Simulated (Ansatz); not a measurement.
Reaction (cleavage of the Si–Al bond): `[AlH2][SiH2]O[SiH3]` + HBr → `[SiH3]O[SiH2]Br` + `[AlH3]`

Computed with Ansatz on PBE0-D4/def2-TZVP structures; ΔE is electronic, products minus reactants. CCSD(T)/CBS is the MP2 limit (def2-TZVPP, def2-QZVPP) plus CCSD(T) − MP2 in def2-TZVPP, frozen cores. This one scheme is used for every species. DFT in def2-TZVPP. B3LYP here is the variant with VWN-RPA as its local correlation; programs differ in this. For Br outer-core shells are correlated without core-valence functions, which leaves a few kJ/mol of doubt a bond. Scalar relativity is left out up to krypton. One conformer a species, not always the lowest.

`[AlH2][SiH2]O[SiH3]`:

```xyz
11

Al    2.508    1.244   -0.018
Si    0.787   -0.505   -0.231
O    -0.707    0.092    0.135
Si   -2.285   -0.331    0.222
H     2.146    2.722    0.437
H     4.021    0.878   -0.344
H     0.755   -1.073   -1.616
H     1.078   -1.667    0.665
H    -3.067    0.873    0.593
H    -2.481   -1.387    1.250
H    -2.755   -0.845   -1.092
```

HBr:

Cartesian coordinates in Å:
```
Br 0.009 -0.029 0.710
H -0.009 0.029 -0.710
```

`[SiH3]O[SiH2]Br`:

Z-matrix (Å, degrees):
```
Si
O 1 1.645
H 1 1.485 2 109.9
H 1 1.483 2 110.0 3 -120.8
H 1 1.482 2 107.3 3 119.5
Si 2 1.619 1 145.5 3 56.4
Br 6 2.221 2 110.2 1 29.0
H 6 1.477 2 109.1 1 147.2
H 6 1.479 2 110.5 1 -89.0
```

`[AlH3]`:

Z-matrix (Å, degrees):
```
Al
H 1 1.586
H 1 1.586 2 120.0
H 1 1.586 2 120.0 3 -179.9
```

(1) Is it downhill or uphill in electronic energy at CCSD(T)/CBS, and by how much? (Estimate.)

(2) What do these levels give: PBE-D4, B3LYP, MP2/def2-TZVPP, SCS-MP2/def2-TZVPP, HF/def2-QZVPP, SCS-MP2/def2-QZVPP? (Best estimate.)

Largest T1 diagnostic among the species: 0.012.

Results:

(1) The calculation gave: Downhill: ΔE = -115.0 kJ/mol.

(2) Ansatz gave: PBE-D4 -96.8, B3LYP -108.0, MP2/def2-TZVPP -122.8, SCS-MP2/def2-TZVPP -120.5, HF/def2-QZVPP -126.8, SCS-MP2/def2-QZVPP -123.5 kJ/mol.

In def2-TZVPP, CCSD(T) changes the Hartree–Fock value by +17.0 kJ/mol (the triples alone add +1.0 kJ/mol) and MP2 by +3.5 kJ/mol. From PBE to PBE0 (25 % exact exchange), in def2-TZVPP and without D4, ΔE moves by −7.1 kJ/mol.
